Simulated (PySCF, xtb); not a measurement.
Al(F)(Br)(OMe) (CH₃AlBrFO), SMILES C[O][Al]([F])[Br]. One conformer was computed; it need not be the lowest.

Harmonic wavenumbers (cm⁻¹) from GFN2-xTB (xtb) at its own minimum, in rising order: 5, 84, 132, 145, 164, 263, 401, 688, 822, 1135, 1137, 1235, 1417, 1471, 1472, 2974, 2979, 2984.

**Question.** What does B3LYP-D3(BJ)/def2-SVP in PySCF give at its own minimum? (An estimate is asked for; the answer gives what the named calculation found.)

**Answer.** 71, 77, 101, 187, 243, 249, 390, 728, 920, 1180, 1187, 1247, 1475, 1478, 1485, 2993, 3069, 3080. Paired by order, the mean absolute difference is 43 cm⁻¹ and the zero-point energies are 27.9 and 28.8 kcal/mol.
